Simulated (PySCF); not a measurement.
Al(Cl)2(Et) (C2H5AlCl2), SMILES C[CH2][Al]([Cl])[Cl]. The structure is a stationary point at PBE-D3(BJ)/def2-SVP. The structure was generated by enumeration; whether it is a known compound was not checked. Other conformers were not sampled.

Computed equilibrium geometry at PBE-D3(BJ)/def2-SVP (PySCF confirms it by a frequency run) as bond lengths and angles (one conformer of several):
Atoms: Al1 Cl2 Cl3 C4 C5 H6 H7 H8 H9 H10. Bond lengths (Å): Al1–Cl2 2.115, Al1–Cl3 2.114, Al1–C4 1.955, C4–C5 1.536, C4–H6 1.114, C4–H7 1.114, C5–H8 1.109, C5–H9 1.109, C5–H10 1.110. Bond angles (°): Cl2–Al1–Cl3 116.9, Cl2–Al1–C4 121.5, Cl3–Al1–C4 121.6, Al1–C4–C5 116.3, Al1–C4–H6 106.5, Al1–C4–H7 106.4, C5–C4–H6 111.3, C5–C4–H7 111.3, H6–C4–H7 104.4, C4–C5–H8 111.9, C4–C5–H9 111.9, C4–C5–H10 111.6, H8–C5–H9 106.6, H8–C5–H10 107.2, H9–C5–H10 107.2.
Charge 0, spin multiplicity 1.
